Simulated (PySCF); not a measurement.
Isomers of C8H18BN. The calculation used PBE0-D3(BJ)/def2-SVP geometry optimisation, gas phase (PySCF). One conformer each; no zero-point energy, no entropy. No frequencies were run at this level. Point groups hold within 0.08 Å.

Question: Rank from lowest to highest electronic energy at this level (kJ/mol).
A. `[CH3:1][N@+:2]1([CH2:3][CH:4]2[CH2:5][CH2:6]2)[BH2-:7][CH2:8][CH2:9][CH2:10]1` with C1–N2–C3–C4 -63°, N2–C3–C4–C5 162°, C3–C4–C5–C6 -112°, C1–N2–B7–C8 -83°, N2–B7–C8–C9 -13°, B7–C8–C9–C10 -12°
B. `[CH2:1]=[C:2]([CH3:3])[C@@H:4]1[BH2-:5][N+:6]([CH3:7])([CH3:8])[CH2:9][CH2:10]1` with C1–C2–C4–B5 108°, C2–C4–B5–N6 -132°, C4–B5–N6–C7 150°, B5–N6–C9–C10 -43°, N6–C9–C10–C4 40°
C. `[CH3:1][N+:2]1([CH3:3])[BH2-:4][C@@H:5]([CH:6]2[CH2:7][CH2:8]2)[CH2:9][CH2:10]1` with B4–C5–C6–C7 -88°, C1–N2–B4–C5 -151°, N2–B4–C5–C6 -116°, C5–C6–C7–C8 -111°, B4–C5–C9–C10 16°
D. `[CH2:1]=[CH:2][CH2:3][CH2:4][N@+:5]1([CH3:6])[BH2-:7][CH2:8][CH2:9][CH2:10]1` with C1–C2–C3–C4 115°, C2–C3–C4–N5 180°, C3–C4–N5–C6 -60°, C4–N5–B7–C8 -156°, N5–B7–C8–C9 17°, B7–C8–C9–C10 8°, C8–C9–C10–N5 -34°

Answer: B (0.0), A (17.3), C (22.1), D (24.2).

Neighbours under 10 kJ/mol apart (C[N@+]1(CC2CC2)[BH2-]CCC1 and C[N+]1(C)[BH2-][C@@H](C2CC2)CC1; C[N+]1(C)[BH2-][C@@H](C2CC2)CC1 and C=CCC[N@+]1(C)[BH2-]CCC1) can change places with a better method, another conformer or zero-point energy.

| SMILES | E (Eh) | E rel (kJ/mol) | dipole (D) | point group | A, B, C (MHz) |
| --- | --- | --- | --- | --- | --- |
| C=C(C)[C@@H]1[BH2-][N+](C)(C)CC1 | -394.53015 | 0.0 | 4.84 | C1 | 2411, 823.0, 773.8 |
| C[N@+]1(CC2CC2)[BH2-]CCC1 | -394.52354 | 17.3 | 4.24 | C1 | 3120, 726.6, 716.3 |
| C[N+]1(C)[BH2-][C@@H](C2CC2)CC1 | -394.52171 | 22.1 | 4.68 | C1 | 2872, 745.6, 706.7 |
| C=CCC[N@+]1(C)[BH2-]CCC1 | -394.52094 | 24.2 | 4.43 | C1 | 3030, 626.5, 611.4 |

Q: How do the relative energies change in single points at PBE0/pcSseg-1 (no added dispersion term) on the same geometries?

A: 
```csv
SMILES,PBE0-D3(BJ)/def2-SVP (kJ/mol),PBE0/pcSseg-1 (kJ/mol),shift
C=C(C)[C@@H]1[BH2-][N+](C)(C)CC1,0.0,0.0,0.0
C[N@+]1(CC2CC2)[BH2-]CCC1,17.3,22.9,+5.6
C[N+]1(C)[BH2-][C@@H](C2CC2)CC1,22.1,25.0,+2.9
C=CCC[N@+]1(C)[BH2-]CCC1,24.2,21.2,-3.0
```

Each column counts from its own lowest isomer. The lowest isomer stays, but the order above it changes; the largest shift is 5.6 kJ/mol.

Q: As an exercise, what shares would exp(−E/RT) give at 2000 K from these electronic energies alone (no entropy, no degeneracies)?

A: RT = 16.629 kJ/mol: C=C(C)[C@@H]1[BH2-][N+](C)(C)CC1 54.0 %, C[N@+]1(CC2CC2)[BH2-]CCC1 19.1 %, C[N+]1(C)[BH2-][C@@H](C2CC2)CC1 14.3 %, C=CCC[N@+]1(C)[BH2-]CCC1 12.6 %.
